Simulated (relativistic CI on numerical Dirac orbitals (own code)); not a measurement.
## Fe³⁺ (3d5) in a crystal field

Calculated by Dirac-Coulomb-Breit CI, KLI orbitals optimised for each configuration, model QED, valence Slater integrals scaled by 0.7, one configuration in a parametric crystal field (own radial code).

Field parameters in Wybourne normalisation: D4h B²₀ = −7Ds, B⁴₀ = 21(Dq − Dt), B⁴₄ = 21√(5/14) Dq. The field is a parameter set, without covalency.

S and J are read from ⟨S²⟩ = S(S + 1) and ⟨J²⟩ = J(J + 1) of each level; they are not fictitious spins.

D4h, 10Dq = 21600, Ds = -1500, Dt = 780 cm⁻¹, the lowest 16 levels:

```
E (cm⁻¹)  Degeneracy  Irrep     S     J
     0.0           2     Γ6  2.49  2.51
     5.1           2     Γ7  2.50  2.50
    16.0           2     Γ7  2.50  2.50
    6423           2     Γ7  1.08  4.15
    6831           2     Γ6  1.38  3.72
    7458           2     Γ7  1.09  4.17
    7603           2     Γ6  0.73  4.33
   11249           2     Γ7  1.50  3.75
   11289           2     Γ6  1.50  3.75
   13100           2     Γ7  1.37  3.91
   13446           2     Γ7  1.50  3.60
   13520           2     Γ6  1.50  3.46
   13544           2     Γ6  1.50  3.33
   14559           2     Γ7  0.73  4.59
   18929           2     Γ6  0.54  5.39
   19404           2     Γ7  1.16  4.12
```

Principal g values of the ground doublet: 2.00, 6.00, 6.00.

D4h, 10Dq = 21600, Ds = -1090, Dt = 780 cm⁻¹, the lowest 10 levels:

```
E (cm⁻¹)  Degeneracy  Irrep     S     J
     0.0           2     Γ6  2.49  2.51
     5.2           2     Γ7  2.50  2.50
    16.3           2     Γ7  2.50  2.50
    6575           2     Γ7  1.23  3.96
    6872           2     Γ6  1.45  3.65
    7667           2     Γ7  0.93  4.36
    7927           2     Γ6  0.62  4.41
   12702           2     Γ7  1.50  3.89
   12781           2     Γ6  1.50  3.81
   13036           2     Γ7  1.21  4.04
```

Principal g values of the ground doublet: 2.00, 6.00, 6.00.

D4h, 10Dq = 21600, Ds = -680, Dt = 780 cm⁻¹, the lowest 16 levels:

```csv
E (cm⁻¹),Degeneracy,Irrep,S,J
0.0,2,Γ6,2.49,2.51
5.3,2,Γ7,2.50,2.50
16.5,2,Γ7,2.50,2.50
6672,2,Γ7,1.33,3.83
6893,2,Γ6,1.47,3.62
7922,2,Γ7,0.79,4.49
8261,2,Γ6,0.58,4.45
12718,2,Γ7,1.00,4.23
13396,2,Γ7,1.50,3.81
13469,2,Γ6,1.50,3.63
13493,2,Γ6,1.50,3.49
13961,2,Γ7,1.17,4.17
14372,2,Γ6,1.50,3.70
14409,2,Γ7,1.50,3.56
18676,2,Γ7,1.48,3.60
18713,2,Γ7,1.49,3.83
```

Principal g values of the ground doublet: 2.00, 6.00, 6.00.

D4h, 10Dq = 21600, Ds = -270, Dt = 780 cm⁻¹, the lowest 16 levels:

```
E (cm⁻¹)  Degeneracy  Irrep     S     J
     0.0           2     Γ6  2.49  2.51
     5.4           2     Γ7  2.50  2.50
    16.6           2     Γ7  2.50  2.50
    6733           2     Γ7  1.39  3.74
    6905           2     Γ6  1.48  3.61
    8203           2     Γ7  0.70  4.57
    8595           2     Γ6  0.55  4.48
   12228           2     Γ7  0.85  4.32
   13201           2     Γ6  1.50  3.60
   13247           2     Γ6  1.50  3.62
   13251           2     Γ7  1.50  3.67
   13663           2     Γ7  1.28  3.99
   15821           2     Γ6  1.50  3.80
   15825           2     Γ7  1.50  3.72
   18262           2     Γ7  1.49  3.64
   18323           2     Γ7  1.49  3.79
```

Principal g values of the ground doublet: 2.00, 6.00, 6.00.

D4h, 10Dq = 21600, Ds = 140, Dt = 780 cm⁻¹, the lowest 16 levels:

| E (cm⁻¹) | Degeneracy | Irrep | S | J |
| --- | --- | --- | --- | --- |
| 0.0 | 2 | Γ6 | 2.49 | 2.51 |
| 5.4 | 2 | Γ7 | 2.50 | 2.50 |
| 16.7 | 2 | Γ7 | 2.50 | 2.50 |
| 6773 | 2 | Γ7 | 1.43 | 3.69 |
| 6913 | 2 | Γ6 | 1.49 | 3.60 |
| 8492 | 2 | Γ7 | 0.65 | 4.63 |
| 8924 | 2 | Γ6 | 0.54 | 4.50 |
| 11639 | 2 | Γ7 | 0.79 | 4.34 |
| 12704 | 2 | Γ6 | 1.50 | 3.69 |
| 12791 | 2 | Γ6 | 1.50 | 3.65 |
| 12852 | 2 | Γ7 | 1.50 | 3.60 |
| 13225 | 2 | Γ7 | 1.33 | 3.87 |
| 17243 | 2 | Γ7 | 1.50 | 3.90 |
| 17256 | 2 | Γ6 | 1.50 | 3.89 |
| 17987 | 2 | Γ7 | 1.49 | 3.67 |
| 18081 | 2 | Γ7 | 1.50 | 3.71 |

Principal g values of the ground doublet: 2.00, 6.00, 6.00.

The free-ion ground term has S = 5/2. Every field shown keeps that spin.

Levels of this model without a field, named by their leading LS term (the scale mimics covalency, so terms lie below those of the real free ion): 6S_5/2 0, 4G_11/2 25686, 4G_9/2 25738, 4G_5/2 25748, 4G_7/2 25753, 4P_5/2 29589, 4P_3/2 29683, 4P_1/2 29782 cm⁻¹.
